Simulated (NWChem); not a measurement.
System: Hg

Here is an NWChem input.

```
start job
memory heap 200 mb stack 900 mb global 1100 mb
geometry units angstroms noautosym nocenter noautoz
  Hg     0.000000     0.000000     0.000000
end
basis spherical
  * library def2-tzvp
end
ecp
  Hg library def2-ecp
end
dft
  xc b3lyp
  iterations 150
  vectors input atomic output neutral.movecs
end
task dft energy
charge 1
dft
  odft
  mult 2
  vectors input atomic output cation.movecs
end
task dft energy
```

B3LYP is NWChem's, with the RPA form of VWN correlation. def2 effective core potentials on Hg; no spin-orbit coupling.

Ions are spin-unrestricted doublets at the neutral geometry; other ion states weren't tried.

Q: Give the results of this calculation. (B3LYP/def2-TZVP with def2 effective core potentials on Hg, vertical spin-unrestricted ions.) Quantities: vertical ionisation energy, ΔSCF (eV); −ε(HOMO) (eV).

A: 
| Item | Result |
|---|---|
| vertical ionisation energy, ΔSCF (eV) | 10.40 |
| −ε(HOMO) (eV) | 7.48 |
